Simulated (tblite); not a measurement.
All values are computed: GFN2-xTB (tblite) harmonic vibrations without scaling, gas phase. The method is semi-empirical: single wavenumbers can be off by several per cent or more. Modes of hydrogen on phosphorus and silicon can be 10 to 20 % off. One conformer each. Thermal functions are those of the rigid rotor and harmonic oscillator, without mixing of conformers.

Problem. Order these by their ideal-gas entropy at 298.15 K and 1 bar, highest first (J/(mol K)).
A. `C1N2CN3CN1C[NH+](C2)C3`
B. `F[C@H]1CC[SiH2]C[SiH2]1`
C. `C#CB1CC[C@H](C#C)C1`
D. `[SiH3]C1CPC1`

Solution. C (399.2), B (385.8), D (343.3), A (325.8).

```
                 SMILES  atoms  mass (u)  symmetry number  modes under 300 cm⁻¹  ZPE (kJ/mol)  S translation (J/(mol K))  S rotation  S vibration      S     Cp
    C#CB1CC[C@H](C#C)C1     18    116.08                1                     6         368.8                      168.1       122.0        109.1  399.2  159.0
F[C@H]1CC[SiH2]C[SiH2]1     18    134.04                1                     6         352.9                      169.9       120.3         95.6  385.8  159.0
           [SiH3]C1CPC1     14    104.02                1                     3         274.4                      166.8       113.6         62.9  343.3  118.1
 C1N2CN3CN1C[NH+](C2)C3     23    141.11                3                     0         534.1                      170.6       109.3         45.9  325.8  138.2
```

Entropies and Cp are for 298.15 K and 1 bar.
